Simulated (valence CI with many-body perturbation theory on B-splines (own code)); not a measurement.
## E1 transitions of V2+

Method: relativistic CI+MBPT: three valence electrons over a frozen Dirac-Fock core [Ar], a basis of 9 s, 9 p, 10 d, 8 f, 5 g, 3 h, 1 i functions for each j, with the one-electron correlation potential Σ1, the two-electron term Σ2, the three-electron term Σ3, Breit, model QED; selected CI, second order for the rest, scaled by the run's own slope (own B-spline code, finite nucleus).

Against 63 measured levels this calculation errs by 855 cm⁻¹ on average and by 1608 at most. These come from a selection out of Sugar and Corliss, J. Phys. Chem. Ref. Data 7, 1191 (1978). Levels without a partner in it may be off by more, other configurations by 1,000 to 8,000 cm⁻¹. 1 measured level below the end of the list, from 89458 cm⁻¹ on, found no clear computed partner, and computed levels of the same name lie up to 1940 cm⁻¹ from them.

Lines 101 to 150 of 264 in falling wavelength, among levels below 102228 cm⁻¹, chosen from the strongest by gf and those to the six lowest levels. Wavelengths and rates use the calculated energies, so an error of 900 cm⁻¹ moves a line at 143.3 nm by 1.3 % and its rate by three times that or more. Electric multipoles are in the length gauge, E1 and E2 with the static RPA response of the core. Weak lines are less certain than strong ones. Lines between different terms over intervals too small for the method are left out, as are lines whose strength nearly cancels. Where a level lies close to another of its J and parity, the split of strength between their lines is uncertain. The highest levels of a list are the least certain.

Names give the largest LS component (configuration and term), which can be under half, so a name can repeat, a term be missing and a line seem to break the LS rules; names also repeat where a configuration has a term twice. Letters in brackets count levels of one name in rising energy.

```
λ vac (nm)  λ from measured levels               Upper           Lower   A (s⁻¹)  log gf  Branch %
     143.3                   140.7  3d2 4p 2F°_7/2 [b]      3d3 2F_7/2  3.56e+07   -1.06       3.1
     142.8                   139.0  3d2 4p 2F°_7/2 [a]  3d3 2D_5/2 [a]  8.57e+07   -0.68      13.3
     142.1                   138.4  3d2 4p 2D°_3/2 [a]  3d3 2D_3/2 [a]  5.69e+07   -1.16       7.8
     141.9                   138.3  3d2 4p 2F°_5/2 [a]      3d3 2P_3/2  4.56e+07   -1.08       7.5
     141.5                          3d2 4p 2D°_5/2 [a]  3d3 2D_5/2 [a]  6.42e+07   -0.94       7.3
     141.3                          3d2 4p 2D°_5/2 [a]  3d3 2D_3/2 [a]  7.44e+07   -0.87       8.4
     140.5                   137.0  3d2 4p 2D°_3/2 [a]      3d3 2P_1/2  1.12e+08   -0.88      15.3
     140.5                   137.0  3d2 4p 2D°_3/2 [a]      3d3 2P_3/2  9.62e+07   -0.94      13.2
     140.4                          3d2 4p 4D°_5/2 [a]  3d3 2D_5/2 [a]  7.38e+07   -0.88       7.6
     140.3                          3d2 4p 4D°_5/2 [a]  3d3 2D_3/2 [a]  4.88e+07   -1.06       5.0
     138.7                          3d2 4p 4D°_5/2 [a]      3d3 2P_3/2  5.25e+07   -1.04       5.4
     138.4                   135.9      3d2 4p 4G°_5/2      3d3 2G_7/2  3.54e+06   -2.22       0.9
     137.8                   135.3      3d2 4p 4G°_7/2      3d3 2G_7/2  3.96e+03   -5.05       0.0
     137.0                   134.5      3d2 4p 4G°_9/2      3d3 2G_7/2  5.01e+02   -5.85       0.0
     136.3                          3d2 4p 2G°_7/2 [b]      3d3 2F_5/2  7.17e+07   -0.80       5.5
     136.2                   133.0      3d2 4p 4F°_3/2      3d3 4P_1/2  3.00e+05   -3.48       0.0
     135.9                          3d2 4p 2G°_9/2 [b]      3d3 2F_7/2  7.11e+07   -0.71       5.5
     135.9                   133.4      3d2 4p 4F°_5/2      3d3 2G_7/2  1.18e+05   -3.71       0.0
     135.6                   133.5  3d2 4p 2G°_7/2 [a]      3d3 2H_9/2  3.98e+08   -0.06      38.6
     135.4                   132.9      3d2 4p 4F°_7/2      3d3 2G_7/2  4.00e+04   -4.06       0.0
     135.3                   133.2  3d2 4p 2G°_9/2 [a]     3d3 2H_11/2  4.04e+08    0.05      39.2
     134.8                   132.3      3d2 4p 4F°_9/2      3d3 2G_7/2  1.10e+04   -4.53       0.0
     134.2                   131.7  3d2 4p 2F°_5/2 [a]      3d3 2G_7/2  1.81e+08   -0.53      29.8
     133.8                   131.3  3d2 4p 2F°_7/2 [a]      3d3 2G_9/2  1.92e+08   -0.39      29.8
     133.4                   131.0  3d2 4p 2F°_7/2 [a]      3d3 2G_7/2  4.18e+06   -2.05       0.7
     132.8                   129.8  3d2 4p 2D°_3/2 [a]      3d3 4P_1/2  2.21e+07   -1.63       3.0
     132.5                          3d2 4p 2D°_5/2 [a]      3d3 4P_5/2  3.25e+07   -1.29       3.7
     132.2                          3d2 4p 2D°_5/2 [a]      3d3 4P_3/2  8.42e+07   -0.88       9.5
     132.2                          3d2 4p 2D°_5/2 [a]      3d3 2G_7/2  1.74e+07   -1.56       2.0
     132.0                   129.0  3d2 4p 4D°_1/2 [a]      3d3 4P_1/2  1.98e+08   -0.98      15.9
     131.8                   128.9  3d2 4p 4D°_3/2 [a]      3d3 4P_3/2  9.95e+07   -0.98       8.7
     131.7                   128.8  3d2 4p 4D°_7/2 [a]      3d3 4P_5/2  2.24e+08   -0.33      18.6
     131.6                   128.7  3d2 4p 4D°_3/2 [a]      3d3 4P_1/2  7.64e+07   -1.10       6.7
     131.6                          3d2 4p 4D°_5/2 [a]      3d3 4P_5/2  3.75e+07   -1.23       3.9
     131.4                   129.1  3d2 4p 4D°_7/2 [a]      3d3 2G_7/2  2.68e+05   -3.26       0.0
     131.3                          3d2 4p 4D°_5/2 [a]      3d3 4P_3/2  7.71e+07   -0.92       8.0
     131.3                          3d2 4p 4D°_5/2 [a]      3d3 2G_7/2  1.31e+06   -2.69       0.1
     128.6                   126.4      3d2 4p 2S°_1/2      3d3 2P_1/2  1.94e+08   -1.02      27.9
     128.6                   126.3      3d2 4p 2S°_1/2      3d3 2P_3/2  2.61e+08   -0.89      37.6
     127.8                   125.4  3d2 4p 2G°_7/2 [a]      3d3 2G_7/2  2.78e+08   -0.26      27.0
     127.6                   125.2  3d2 4p 2G°_9/2 [a]      3d3 2G_9/2  2.74e+08   -0.17      26.6
     127.3                   124.9  3d2 4p 2G°_9/2 [a]      3d3 2G_7/2  6.80e+06   -1.78       0.7
     124.8                   122.4      3d2 4p 2P°_3/2  3d3 2D_5/2 [a]  2.33e+08   -0.66      20.9
     124.3                   122.0      3d2 4p 4S°_3/2      3d3 2P_3/2  5.53e+07   -1.29       4.3
     124.2                   121.8      3d2 4p 2P°_1/2  3d3 2D_3/2 [a]  5.25e+08   -0.61      48.1
     123.5                   121.2      3d2 4p 2P°_3/2      3d3 2P_1/2  7.38e+07   -1.17       6.6
     123.5                   121.2      3d2 4p 2P°_3/2      3d3 2P_3/2  3.14e+08   -0.54      28.1
     123.0                   120.7      3d2 4p 2P°_1/2      3d3 2P_1/2  2.33e+08   -0.98      21.3
     122.7                   120.7  3d2 4p 4D°_3/2 [b]  3d3 2D_3/2 [a]  8.17e+07   -1.13      10.9
     122.5                          3d2 4p 4D°_5/2 [b]  3d3 2D_5/2 [a]  1.07e+08   -0.84      14.1
```
